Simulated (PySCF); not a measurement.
C₂H₆B, SMILES C[B]C (connectivity only; charge and spin as stated), charge +1, multiplicity 1. Heavy atoms are numbered as in [CH3:1][B:2][CH3:3]. Hydrogens are named by the atom that carries them.

The structure is a stationary point at ωB97X-D3(BJ)/def2-TZVP. The multiplicity is an assumed one; other spin states were not compared. The isomer is the one that the SMILES or the coordinates give; other isomers of the formula were not compared.

All values below come from PBE/pcSseg-1 in PySCF.

GIAO shieldings, no solvent; atoms alike by connectivity are averaged. δ = σ(ref) − σ: ¹³C against TMS (σ = 182.0 ppm); ¹¹B against BF3 (σ = 83.9 ppm); ¹H against TMS (σ = 31.49 ppm), references at their B3LYP-D3(BJ)/def2-TZVP geometries, non-relativistic.

**Question.** Estimate the chemical shifts. (The exact figures need the calculation; the answer reports its results.)

**Answer.** 
```csv
nucleus,atoms,count,δ (ppm)
¹³C,C1 (CH3),2,9.1
¹¹B,B2,1,93.1
¹H,H on C1,6,2.85
```
